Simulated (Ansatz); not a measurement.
Program: Ansatz. Geometries: PBE0-D4/def2-TZVP. ΔE: electronic, gas phase. CCSD(T)/CBS adds triple-zeta CCSD(T) − MP2 to the extrapolated MP2 energy (def2 sets, frozen cores). This one scheme is used for every species. DFT in def2-TZVPP. B3LYP here is the variant with VWN-RPA as its local correlation; programs differ in this. HSE06 is defined as in plane-wave codes. Each species was taken in one conformer, which may not be the lowest.

`BN(B)[SiH2]C` + H₂ → `C[SiH3]` + `BNB`  (hydrogenolysis of the Si–N bond)

```tsv
level	ΔE (kJ/mol)
HSE06-D4	5.4
PBE-QIDH	7.7
PBE	-3.9
r2SCAN	7.8
B3LYP	-7.7
HSE06	-3.0
CAM-B3LYP	-3.8
MP2/def2-SVP	0.6
```

Q: What does CCSD(T)/CBS give? (An estimate is asked.)

A: Ansatz gave: +14.5 kJ/mol. The listed levels differ from it by -9.1, -6.8, -18.4, -6.7, -22.2, -17.5, -18.3, -13.9 kJ/mol.

Largest T1 diagnostic among the species: 0.011.

The D4 term adds +16.1 kJ/mol with B3LYP and +8.9 kJ/mol with PBE0; it sums over pairs of atoms, weighted by their polarisabilities, and B3LYP, whose exchange is more repulsive, gets the larger term. Leaving LDA and LC-ωPBE aside and taking each functional with its dispersion term where it has one, the values, not all of them listed here, spread over 9.8 kJ/mol, from B2PLYP to revPBE-D4. LDA lies +11.8 kJ/mol from PBE without D4.

CCSD(T)/CBS has its own doubt, a few kJ/mol and more with outer-core shells, so smaller differences from it don't rank the levels.
